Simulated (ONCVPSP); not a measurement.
## Configuration tests for zirconium (Zr) (ONCV)

```json
{
 "Element": "zirconium (Zr)",
 "Generator": "ONCVPSP 4.0.1",
 "Type": "optimised norm-conserving Vanderbilt (ONCV)",
 "Functional": "BLYP",
 "Relativity": "scalar-relativistic",
 "Frozen core": "[Kr]",
 "Valence charge": "4",
 "Reference configuration": "4d2 5s2",
 "Partial waves": "5s: rc 3.20 bohr, ncon 3, nbas 7, qcut 2.5 1/bohr, 2 projectors, debl 3.7 Ha; p scattering state at 0.14 Ha: rc 2.45 bohr, ncon 3, nbas 8, qcut 2.9 1/bohr, 2 projectors, debl 3.4 Ha; 4d: rc 2.90 bohr, ncon 3, nbas 7, qcut 6.2 1/bohr, 1 projector",
 "Local potential": "polynomial inside 2.35 bohr (lpopt 5, dvloc0 -1 Ha)",
 "Core correction": "none"
}
```

Energies are relative to the spin-unpolarised reference configuration 4d2 5s2; without spin polarisation the order of configurations can differ from experiment.

```tsv
valence configuration	charge	ΔE all-electron (eV)	error AE − PS (meV)
4d2 5s0	+2	20.106	+198
4d1 5s0	+3	42.669	+542
4d3 5s1	0	1.240	+13
```

What are ΔE and the potential's error for 4d2 5s1?

ΔE = 7.060 eV all-electron; the error (AE − PS) is +30 meV.

Levels in the configuration 4d3 5s1:

```
level  all-electron (eV)  pseudo (eV)
   4d             -2.210       -2.203
   5s             -3.771       -3.747
```

Note: no bound ghost flagged; GHOST(+) flagged for s at 67.1 eV, p at 90.2 eV.
